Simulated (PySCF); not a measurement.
Zr(NMe2)F3 (`C[N](C)[Zr]([F])([F])[F]`) (singlet state). Method used: PBE0-D3(BJ)/def2-SVP geometry optimisation, gas phase, def2 core potentials past Kr in PySCF 2.14.0.

```
atom  x, y, z in Å
Zr1    0.0368    0.0480   -1.8332
N2    -0.0078    0.0491    0.1714
C3     1.0876   -0.5136    0.9264
C4    -1.1209    0.4987    0.9723
H5     1.5166    0.2216    1.6333
H6     1.9056   -0.8323    0.2576
H7     0.7726   -1.3998    1.5096
H8    -1.9209    0.9101    0.3357
H9    -1.5577   -0.3270    1.5661
H10   -0.8196    1.2950    1.6793
F11    1.8452    0.3858   -2.3590
F12   -1.2496    1.3260   -2.4352
F13   -0.4573   -1.7137   -2.4021
```

Q: What is the longest distance between nuclei?

A: H9···F11, 5.24 Å; the next longest distance is 5.20 Å.

Q: What is the repulsion energy of the bare nuclei, Σ ZA·ZB/RAB?

A: 705.04 Eh over 78 pairs, with full nuclear charges and distances in bohr; the largest single term is 99.71 Eh (Zr1 with F12).

Q: Work out the bond lengths N2–C4, C3–H5, C3–H7, C4–H8, C4–H10 in bohr.

A: For N2–C4 the difference vector is (-1.1131, 0.4496, 0.8009) Å, of length 1.4431 Å. 1 bohr = 0.529177 Å. N2–C4 2.727; C3–H5 2.091; C3–H7 2.091; C4–H8 2.083; C4–H10 2.091 bohr.

Q: How far apart are these pairs, which share no bond: N2···F12, H5···H6, H9···H10, F11···F12?

A: N2···F12 3.157 Å (2 bonds apart); H5···H6 1.776 Å (2 bonds apart); H9···H10 1.786 Å (2 bonds apart); F11···F12 3.235 Å (2 bonds apart).

Q: Where is the centre of mass (commonest isotopes), and what is the radius of gyration?

A: Mass 190.950 u; centre at (0.028, 0.024, -1.410) Å; Rg = √(Σ m r²/M) = 1.662 Å. As Ia + Ib + Ic = 2 Σ m r², the three principal moments sum to 1055.0 u·Å².

Q: How far are the heavy atoms from their best plane (unweighted least squares)?

A: 0.826 Å rms; Zr1 0.03, N2 0.03, C3 0.02, C4 0.01, F11 1.08, F12 0.66, F13 1.78 Å (magnitudes).

Q: What are the angles F12–Zr1–F13, Zr1–N2–C4, N2–C3–H6, H5–C3–H6, N2–C4–H10, H9–C4–H10, H8–C4–H9, N2–C4–H8?

A: From the scalar product of the two bond vectors; for F12–Zr1–F13 it is -1.2732 Å² over 1.9106 × 1.9161 Å², cos θ = -0.3478. F12–Zr1–F13 110.4°; Zr1–N2–C4 124.9°; N2–C3–H6 111.0°; H5–C3–H6 107.0°; N2–C4–H10 111.6°; H9–C4–H10 107.5°; H8–C4–H9 107.6°; N2–C4–H8 110.8°.

Q: Give the dihedral angles F11–Zr1–N2–C3, Zr1–N2–C3–H5, C3–N2–C4–H9, C4–N2–C3–H6, C4–N2–C3–H5.

A: F11–Zr1–N2–C3 -38° (synclinal); Zr1–N2–C3–H5 124° (anticlinal); C3–N2–C4–H9 -60° (synclinal); C4–N2–C3–H6 180° (antiperiplanar); C4–N2–C3–H5 -61° (synclinal). Dihedral signs follow IUPAC: positive where, seen along the central bond, the front bond turns clockwise onto the rear one.

Q: Write the matrix of distances between heavy atoms (Å, lower triangle).

A: 
```
Zr1   0.000
N2    2.005  0.000
C3    3.006  1.444  0.000
C4    3.068  1.443  2.430  0.000
F11   1.913  3.154  3.490  4.462  0.000
F12   1.911  3.157  4.489  3.509  3.235  0.000
F13   1.916  3.152  3.861  4.089  3.116  3.141  0.000
```

Whether it is a minimum is left open (no frequencies).
